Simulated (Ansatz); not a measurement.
Input file:

```yaml
crystal:
  periodic: [false, false, false]
  atoms:
    - { symbol: B, position_ang: [0.05571, -0.330092, -0.083448] }
    - { symbol: F, position_ang: [0.028465, 0.091527, 1.471724] }
    - { symbol: Cl, position_ang: [1.570417, 0.260888, -0.813452] }
    - { symbol: Cl, position_ang: [-1.503935, 0.127211, -0.843753] }
    - { symbol: O, position_ang: [0.097417, -1.719356, 0.41887] }
    - { symbol: H, position_ang: [-0.642876, -2.26254, 0.181038] }
    - { symbol: H, position_ang: [0.036604, -1.021238, 1.443624] }
basis:
  gaussian: { orbitals: def2-SVP }
hamiltonian:
  xc: hf
phonons: {}
```

Command:

```bash
$ ansatz run input.yaml --threads 1 --pin off --max-ram 2048MiB --backend cpu --events-out ev --progress --plain --runs-dir out
```

Hardware: 1 thread of Arm Neoverse V2, on a shared host.

Task: Roughly how long does this run take, and how much memory?

Result: 45 s, with a peak of 0.16 GiB, for 0 ionic steps.
